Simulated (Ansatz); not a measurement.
Geometry optimisation, RKS PBE0-D4/def2-SVP in Ansatz.

input.yaml

```yaml
crystal:
  periodic: [false, false, false]
  atoms:
    - { symbol: O, position_ang: [-1.9625, 0.9436, -0.4214] }
    - { symbol: Si, position_ang: [-1.0703, -0.3218, -1.0215] }
    - { symbol: C, position_ang: [0.108, -0.8632, 0.2815] }
    - { symbol: Br, position_ang: [1.29065, 0.62786, 0.83728] }
    - { symbol: Sn, position_ang: [-0.98065, -1.43799, 2.05263] }
    - { symbol: H, position_ang: [-2.492, 0.6342, 0.348] }
    - { symbol: H, position_ang: [-0.2985, 0.1138, -2.2113] }
    - { symbol: H, position_ang: [-1.9101, -1.425, -1.3778] }
    - { symbol: H, position_ang: [0.72436, -1.76167, -0.03323] }
    - { symbol: H, position_ang: [0.14822, -1.97759, 3.3148] }
    - { symbol: H, position_ang: [-2.03423, -2.80615, 1.63668] }
    - { symbol: H, position_ang: [-1.92853, -0.11151, 2.64648] }
basis:
  gaussian: { orbitals: def2-SVP }
hamiltonian:
  xc: pbe0
  dispersion: d4
relax:
  f_tol: 0.015
  max_steps: 40
```

Launched with:

```bash
$ ansatz run input.yaml --threads 2 --pin off --max-ram 3072MiB --backend cpu --events-out ev --progress --plain --runs-dir out
```

Q: Where does it end, and by what steps?

A: The forces met the threshold. After 6 steps the energy has fallen by 0.256 eV; H6 moved furthest, 0.31 Å.

```csv
step,energy less start (eV),largest force component (eV/Å),accepted
0,0.0000,1.229,yes
1,-0.1559,0.866,yes
2,-0.2353,0.333,yes
3,-0.2075,0.664,no
4,-0.2546,0.168,yes
5,-0.2560,0.077,yes
6,-0.2564,0.008,yes
```

```xyz
12
Properties=species:S:1:pos:R:3
O -2.009 0.995 -0.547
Si -1.065 -0.282 -1.033
C 0.071 -0.893 0.339
Br 1.348 0.508 0.827
Sn -0.957 -1.532 2.145
H -2.618 0.860 0.184
H -0.273 0.213 -2.188
H -1.896 -1.468 -1.424
H 0.667 -1.746 -0.024
H 0.209 -1.943 3.321
H -1.958 -2.876 1.773
H -1.927 -0.223 2.678
```

The run took 57 s on 2 threads of Arm Neoverse V1, with other jobs on the host, peak memory 0.47 GiB.
